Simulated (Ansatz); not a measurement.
## A geometry optimisation of AlBeFHSb with PBE0-D3(BJ)/def2-SVP

The starting geometry of this gas-phase singlet was optimised with GFN2-xTB.

```yaml
atoms:
  - { symbol: Al, position_ang: [-0.4502, 1.7076, 1.6076] }
  - { symbol: Be, position_ang: [0.3264, -0.2839, 0.5303] }
  - { symbol: F, position_ang: [1.5976, -0.4994, -0.0188] }
  - { symbol: Sb, position_ang: [-1.8879, -0.3301, 1.3186] }
  - { symbol: H, position_ang: [0.3542, 3.1067, 1.8747] }
```

Predict what becomes of its bonds when it is optimised with PBE0-D3(BJ)/def2-SVP.

A bond breaks, giving a structure given below by its coordinates. Contacts that open: Al1–Be2 (2.39 → 2.83 Å).

The energy falls by 0.29 eV over 7 steps:

| step | E − E(last) (eV) |
| --- | --- |
| 1 | 0.286 |
| 2 | 0.098 |
| 3 | 0.009 |
| 4 | 0.001 |
| 5 | 0.000 |
| 6 | 0.000 |
| 7 | 0.000 |

Final geometry (Å):

```xyz
5

Al   -0.5500    1.8739    1.7112
Be    0.3926   -0.4665    0.4332
F     1.6381   -0.7607   -0.1379
Sb   -1.7262   -0.1968    1.3126
H     0.1858    3.2509    1.9932
```

Frequencies at the end are all real (lowest 89 cm⁻¹). Atoms past krypton carry core potentials, without spin–orbit terms. Run with Ansatz 0.2.0, 22 s on 1 thread of Arm Neoverse V1, with other jobs on the host.
